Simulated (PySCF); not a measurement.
A calculated (PBE, PySCF 2.14, aug-cc-pwCVDZ, the non-relativistic Hamiltonian (point nucleus)) atom or ion has these occupied shells.

```csv
shell,electrons,orbital energy (eV),"rms radius, mean of both spins (bohr)"
1s α,1,-533.65,0.232
1s β,1,-531.22,0.232
2s α,1,-42.030,1.18
2p α,3,-26.605,1.26
2p β,1,-21.593,1.26
```

**Question.** Name the element and its charge.

**Answer.** O⁺ (oxygen, charge +1), in [He] 2s1 2p4, high-spin 4P determinant (an excited configuration).
